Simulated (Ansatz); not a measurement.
C$_{2}$H$_{4}$Cl$_{2}$Si$_{2}$ (`Cl[SiH2]C#C[SiH2]Cl`). Charge 0, multiplicity 1. All single points use the PBE0-D4/def2-TZVP geometry.

```xyz
10

Cl    0.544   -1.375   -3.344
Si   -0.883   -0.430   -2.220
C    -0.216   -0.110   -0.556
C     0.216    0.109    0.557
Si    0.882    0.428    2.221
Cl   -0.534    1.400    3.335
H    -2.064   -1.311   -2.116
H    -1.221    0.854   -2.869
H     2.076    1.293    2.115
H     1.201   -0.857    2.878
```

(1) What is the dipole moment at ωB97M-V/def2-TZVPP? (Estimate.)

(2) Give the Mulliken charges with ωB97M-V, B3LYP, r2SCAN in def2-TZVPP. (An estimate is asked.)

Answers

(1) Ansatz gave: 0.02 D, zero by symmetry or nearly so.

(2) Ansatz gave: 
```csv
atom,ωB97M-V,B3LYP,r2SCAN
Cl1,-0.20,-0.23,-0.24
Si2,0.42,0.51,0.58
C3,-0.20,-0.18,-0.23
C4,-0.20,-0.18,-0.23
Si5,0.42,0.51,0.58
Cl6,-0.20,-0.23,-0.24
H7,-0.01,-0.05,-0.06
H8,-0.01,-0.05,-0.06
H9,-0.01,-0.05,-0.06
H10,-0.01,-0.05,-0.06
```

B3LYP here is the variant with VWN-RPA as its local correlation; programs differ in this.
